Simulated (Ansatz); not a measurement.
Basis-set extrapolation for CH$_{8}$BFSi$_{2}$ (`BC(F)([SiH3])[SiH3]`) (PBE0-D4/def2-TZVP geometry, frozen core, the Gaussian-basis code of Ansatz). Multiplicity 1, RHF reference.

```tsv
	def2-TZVPP	def2-QZVPP
HF	-744.564670	-744.590133
MP2 correlation	-0.775473	-0.835625
CCSD(T) correlation	-0.868712	not run
```

Energies in hartree. Use E(X) = E(∞) + A·exp(−7.88·√X) for Hartree–Fock and E(X) = E(∞) + B·X^(−2.97) for correlation, with X = 3 and 4, and add CCSD(T) minus MP2 of the smaller set to the MP2 limit.

Q: What is the CCSD(T) energy at the basis-set limit?

A: HF limit: -744.590133 + (-0.025463) × 0.13774 = -744.59364. MP2 limit: -0.835625 + (-0.060152) × 0.74074 = -0.88018. Higher-order term: -0.868712 − (-0.775473) = -0.09324. Total: -745.56706 hartree, 3.64 eV below CCSD(T)/def2-TZVPP.
